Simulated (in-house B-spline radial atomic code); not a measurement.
Configurations of Ga, with energies counted from [Ar] 3d10 4s2 4p1. Computed with a radial B-spline atomic code at the basis-set limit: non-relativistic BP86, spin-polarised, spherical fractional occupations, point nucleus. Shells without spins written out take the highest spin.

Occupations are held fixed; configurations that lie above the ionisation limit could autoionise.

```tsv
configuration	E - E(ref) (eV)	highest orbital	its <r> (bohr)
[Ar] 3d10 4s1 4p1 4d1	10.153	4d up	7.947
[Ar] 3d9 4s2 4p2	20.084	4p up	2.879
[Ar] 3d9 4s2 4p1 5s1	24.717	5s up	6.524
[Ar] 3d9 4s2 4p1 5d1	26.808	5d up	15.12
[Ne] 3s2 3p(2 up, 3 down) 3d10 4s2 4p(0 up, 1 down) 5s(1 up, 0 down)	103.45	5s up	6.679
[Ne] 3s2 3p(2 up, 3 down) 3d10 4s2 4p(0 up, 1 down) 4d(0 up, 1 down)	104.79	4d down	7.795
[Ne] 3s2 3p(2 up, 3 down) 3d10 4s2 4p(1 up, 0 down) 4f(1 up, 0 down)	105.8	4f up	16.6
```

Problem. Order these further configurations by energy, lowest first.
A. [Ne] 3s2 3p5 3d10 4s2 4p1 4f1
B. [Ar] 3d10 4s1 4p1 5p1
C. [Ne] 3s2 3p5 3d10 4s2 4p2
D. [Ar] 3d10 4s2 5d(0 up, 1 down)
E. [Ne] 3s2 3p5 3d10 4s2 4p1 5s1

Solution. D (4.8688 eV), B (9.8389 eV), C (98.723 eV), E (103.36 eV), A (105.75 eV).

Problem. How far above the reference does [Ar] 3d10 4s2 5s1 lie?

Solution. 2.952 eV; its least bound orbital is 5s up with <r> = 7.109 bohr.

Problem. How far above the reference does [Ar] 3d10 4s1 4p1 5f1 lie?

Solution. 11.379 eV; its least bound orbital is 5f up with <r> = 27.54 bohr.
